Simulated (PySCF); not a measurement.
A small calculation by hand: oscillator strength and radiative lifetime

CH₃Cl₂Si, SMILES C[Si](Cl)Cl (connectivity only; charge and spin as stated), charge +1, multiplicity 1.

Coordinates come from a r2SCAN-D4/def2-SVP optimisation. The spin state was assumed, not searched. The isomer is the one that the SMILES or the coordinates give; other isomers of the formula were not compared.

TDDFT-PBE0/def2-SVPD run with PySCF puts the first singlet state with f over 0.02 at 6.39 eV (vertical), with the transition dipole (0.152, -0.609, 0.085) in atomic units.

Problem. Find the oscillator strength, the wavelength and the radiative lifetime that this transition would have in vacuum if emission retraced absorption.

Solution. 
|μ|² = 0.4012 au, so |μ| = 1.61 D. ΔE = 6.39/27.211 = 0.2348 hartree. f = (2/3) ΔE |μ|² = 0.063 (the program prints 0.063).
λ = 1239.84/6.39 = 194 nm; ν = 51539 cm⁻¹.
Einstein's coefficient A = 0.6670 ν² f s⁻¹ (ν in cm⁻¹) = 1.1e8 s⁻¹, so τ = 1/A = 9.0 ns. This state is S3; the lower singlets have f = 0.000, 0.001. The figure is the radiative limit of this one transition; relaxation, internal conversion, crossing to triplets and a medium change what is measured.
